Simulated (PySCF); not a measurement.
Input of a run (CAM-B3LYP/def2-SV(P) geometry optimisation, gas phase (PySCF 2.14.0)), started from GFN2-xTB:
```
{"job": {"xc": "CAM-B3LYP", "basis": "def2-SV(P)", "grid": 1, "kind": "geom"}, "charge": 0, "multiplicity": 1}
Si    -2.195214     0.399614    -0.019456
N     -0.914937    -0.687032     0.426879
C      0.405595    -0.481476     0.209548
C      1.091622     0.554059    -0.377612
C      2.434753     0.144093    -0.282170
N      2.544774    -1.015839     0.301390
O      1.275422    -1.420675     0.615223
H     -1.999653     1.676570     0.668400
H     -2.167904     0.595629    -1.469285
H     -3.385835    -0.309236     0.435225
H     -1.097436    -1.562368     0.891890
H      0.690984     1.450273    -0.798739
H      3.313442     0.656873    -0.619020
```

Output (energies in Eh, forces in Eh/bohr):
```
step   0  E = -591.64332581  max force = 0.018418
step   1  E = -591.64646656  max force = 0.003346
step   2  E = -591.64651702  max force = 0.001925
step   3  E = -591.64654541  max force = 0.000920
step   4  E = -591.64654235  max force = 0.000920
step   5  E = -591.64654922  max force = 0.000225
optimisation converged
```

Problem. Summarise the run.

Solution. The energy falls by 2.0 kcal/mol over 6 energy and gradient evaluations, the largest force component goes from 0.0184 to 2.2e-04 Eh/bohr, and the atoms move by 0.052 Å rms after alignment. Among the bonds, Si1–H8, Si1–H9 and Si1–H10 change most and about equally (+0.028 to +0.029 Å). Bonds longer at the end by more than 0.005 Å: 10 of 13; shorter: 1. Among the angles that change most is N2–Si1–H10, from 102.6° to 105.2°. The energy rose by more than 1e-6 Eh at step 4. The first step brought 97 % of the lowering.

Problem. What are the final bond lengths?

Solution. Si1–N2 1.755 Å, N2–C3 1.367 Å, C3–C4 1.371 Å, C4–C5 1.420 Å, C5–N6 1.302 Å, N6–O7 1.387 Å, C3–O7 1.333 Å, Si1–H8 1.491 Å, Si1–H9 1.491 Å, Si1–H10 1.487 Å, N2–H11 1.015 Å, C4–H12 1.086 Å, C5–H13 1.091 Å. Numbering counts from 1 in the input's order; the species is `[SiH3]Nc1ccno1`.

The run used 114 basis functions and 40 SCF cycles in all.

Stationary, but not proved a minimum. One conformer, not necessarily the lowest.

Conformer computed: `[SiH3:1][NH:2][c:3]1[cH:4][cH:5][n:6][o:7]1`: Si1–N2–C3–C4 -1°.
